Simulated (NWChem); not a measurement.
# Total energies of germanium monoxide (GeO)

```
Ge
O 1 1.6486
```
Charge 0, spin multiplicity 1.

Everything below was run with NWChem. The geometry was optimised at PBE/def2-SVP, a minimum by its harmonic frequencies.

Basis set: 3-21G (31 functions).

```tsv
method	total energy (Ha)
RHF	-2139.77875
MP2	-2139.99152
B2PLYP	-2141.28415
PBE	-2141.36657
B3LYP	-2141.80289
TPSS	-2141.70959
CCSD(T)	-2139.99112
```

Total energies of different functionals aren't comparable as a measure of quality: only differences taken within one method are. 

The Hamiltonian is non-relativistic. The correlated methods keep 10 core orbitals frozen. B3LYP has NWChem's definition, with VWN1-RPA local correlation. Coupled-cluster values serve here as a point of comparison, not as the truth.
